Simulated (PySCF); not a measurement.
# One molecule, several mistakes: BFH4NSi

These are calculations, not measurements. The program is PySCF 2.14.0, an open-source quantum chemistry code, run on an isolated molecule that a program drew, which may never have been made. The molecule is BFH4NSi (charge 0, doublet), drawn as the SMILES string `FBN[SiH2]`.

Each row is a Hartree-Fock (HF) and frozen-core CCSD(T) single point in the cc-pV(D+d)Z basis, meant for a local HF minimum. Run 1 is clean. Each other run has one planted mistake out of seven kinds, and not every kind appears here: one electron removed, one electron added, multiplicity raised by two, geometry at a saddle point, minimal basis STO-3G, one bond length entered in bohr, all coordinates scaled. The reference is restricted for singlets and unrestricted otherwise, and also for a bond in bohr. Adding or removing an electron swaps singlet and doublet. Electrons count all cores. HOMO and LUMO are orbital energies over both spins, the gradient is its largest component, and the lowest frequency (negative if imaginary) is given only where the gradient is small. Bond lengths are over the 7 bonds as drawn. T1 is the CCSD diagnostic: over 0.02 (restricted) or 0.045 (unrestricted) a single reference is doubtful.

Geometry of the clean run:
```xyz
8
BFH4NSi, angstrom
F    -0.3825   -2.9453   -0.5884
B     0.6463   -2.0950   -0.4512
N     0.4274   -0.8765    0.2083
Si   -1.0788   -0.2764    0.8787
H     1.7102   -2.4124   -0.8980
H     1.2188   -0.2625    0.2567
H    -1.7539   -1.3263    1.6726
H    -0.7311    0.8874    1.7295
```

| run | electrons | basis functions | <S^2> | HOMO (eV) | LUMO (eV) | gradient (hartree/bohr) | lowest frequency (cm^-1) | mean bond (Å) | longest bond (Å) | T1 | HF (hartree) | CCSD(T) (hartree) | mistake |
|---|---|---|---|---|---|---|---|---|---|---|---|---|---|
| 1 | 39 | 85 | 0.753 | -8.77 | 1.62 | 2.0e-05 | 102 | 1.3801 | 1.754 | 0.0149 | -469.92965 | -470.49805 | no fault |
| 2 | 39 | 85 | 0.754 | -9.04 | 1.29 | 4.4e-02 | - | 1.4643 | 1.861 | 0.0168 | -469.90340 | -470.48205 | all coordinates scaled |
| 3 | 39 | 85 | 3.772 | -4.08 | -1.58 | 1.1e-01 | - | 1.3801 | 1.754 | 0.0227 | -469.68146 | -470.21929 | multiplicity raised by two |
| 4 | 39 | 28 | 0.751 | -6.23 | 5.98 | 2.4e-02 | - | 1.3801 | 1.754 | 0.0166 | -464.15172 | -464.33273 | minimal basis STO-3G |
| 5 | 38 | 85 | 0.000 | -18.49 | -6.99 | 8.3e-02 | - | 1.3801 | 1.754 | 0.0210 | -469.63899 | -470.20690 | ? |
| 6 | 40 | 85 | 0.000 | -0.14 | 8.94 | 7.0e-02 | - | 1.3801 | 1.754 | 0.0165 | -469.89974 | -470.50272 | ? |

**Which mistake was planted in run 5, and what did it cost?**

It counts 38 electrons, one fewer than the clean run, at the same geometry and basis. So the mistake is: one electron removed. Subtracting run 1 and multiplying by 627.51 kcal/mol a hartree, the energy moved by 182.4 kcal/mol in HF and 182.7 kcal/mol in CCSD(T).

**Which mistake was planted in run 6, and what did it cost?**

It counts 40 electrons, one more than the clean run, at the same geometry and basis. So the mistake is: one electron added. Subtracting run 1 and multiplying by 627.51 kcal/mol a hartree, the energy moved by 18.8 kcal/mol in HF and -2.9 kcal/mol in CCSD(T).

Cautions from the logs. Run 5: T1 is over the limit, so its CCSD(T) energy is less reliable.
